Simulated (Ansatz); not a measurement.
Total energies of the cluster W4S6⁺ from Ansatz at PBE-D4/def2-TZVP, gas phase (1 Eh = 27.2114 eV = 2625.5 kJ/mol). The reference geometry is relaxed at r2SCAN-D4/def2-SVP.

Cartesian coordinates in Å:
```
W -0.783 -0.916 -1.150
W -1.219 1.514 -0.367
W 1.024 0.186 0.220
W -1.132 -0.044 1.553
S 0.860 2.461 -0.472
S -2.061 -1.921 0.620
S -2.481 1.861 1.561
S 0.121 -1.156 -3.084
S 2.208 -1.769 0.791
S 3.463 -0.216 0.327
```

| state | geometry | energy (Eh) |
| --- | --- | --- |
| charge 1 doublet | reference | -2656.99877 |
| charge 0 singlet | reference | -2657.25930 |
| charge 1 quartet | relaxed at r2SCAN-D4/def2-SVP | -2657.03279 |

In the def2 sets W takes a core potential; there is no spin–orbit coupling.

(1) Work out the vertical electron affinity, to the singlet.

(2) Which of the charge 1 states is lowest, and how far above it are the others?

(1) E(charge 1 doublet) − E(charge 0 singlet) = -2656.99877 − (-2657.25930) = 0.26053 Eh = 7.09 eV.

(2) The quartet. doublet: -2656.99877 − (-2657.03279) = 0.03402 Eh = 89.3 kJ/mol. The quartet differs in its bonds from the reference.

A triplet lies near this restricted singlet, and broken spin symmetry wasn't tried. 

The structure comes from a short search, and lower isomers may exist.
